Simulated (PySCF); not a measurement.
These are PySCF with B3LYP-D3(BJ)/def2-TZVP // r2SCAN-D4/def2-SVP values and carry that method's errors. Isolated molecules, 0 K electronic values unless said otherwise. One relaxed conformer stands for a flexible species; it need not be the lowest. B3LYP has the VWN-RPA correlation part, as in Gaussian. 

Reference species: [Ti(F)3(NH2)] (neutral, multiplicity 1).

| Property | Result |
|---|---|
| coordination number | 4 |
| mean distance from the central atom to its bonded neighbours | 1.775 Å |
| charge on the central atom (meta-Löwdin) | 1.57 e |

Changed species: [Ti(F)4] (0 of 4 F replaced by NH2; the reference has 1 of 4 F replaced by NH2).

Problem. Predict the effect on the coordination number, mean distance from the central atom to its bonded neighbours and charge on the central atom (meta-Löwdin).

Solution. the coordination number hardly moves; the mean distance from the central atom to its bonded neighbours falls by 0.040 Å, to 1.735 Å; the charge on the central atom (meta-Löwdin) rises by 0.12 e, to 1.69 e.
